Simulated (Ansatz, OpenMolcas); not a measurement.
Exact exchange and the electronic atomisation energy of CaCl

CaCl: 2 atoms, total charge 0, spin state doublet. SMILES: `[Cl][Ca]`. The shape is that of a PBE0-D4/def2-TZVP optimisation.

The electronic atomisation energy y, in eV, basis cc-pVTZ; a is the functional's share of exact exchange. Programs: Ansatz 0.2.0, OpenMolcas 26.06.

| functional | program | a | y (eV) |
| --- | --- | --- | --- |
| U-r2SCAN | Ansatz | 0 | 4.76 |
| UTPSS | OpenMolcas | 0 | 4.55 |
| UB3LYP | Ansatz | 0.2 | 4.24 |
| UPBE0 | Ansatz | 0.25 | 4.43 |
| U-r2SCAN0 | Ansatz | 0.25 | ? |
| UBHLYP | Ansatz | 0.5 | 4.11 |

Problem. Fit y = c + s·a to the known rows and predict U-r2SCAN0.

Solution. 
1. Means of the 5 rows: a = 0.1900, y = 4.418.
2. Σ(Δa)² = 0.172, Σ(Δa·Δy) = -0.1866, so the slope is -0.1866/0.172 = -1.0849.
3. Intercept: 4.418 − (-1.0849) × 0.1900 = 4.624. The largest residual of the fit is 0.17.
4. U-r2SCAN0: 4.624 + (-1.0849) × 0.25 = 4.35 eV.

The run gave 4.57 eV, so the prediction is off by -0.22 eV, about the largest residual. The rows mix families of semi-local functionals, which the line can't see.
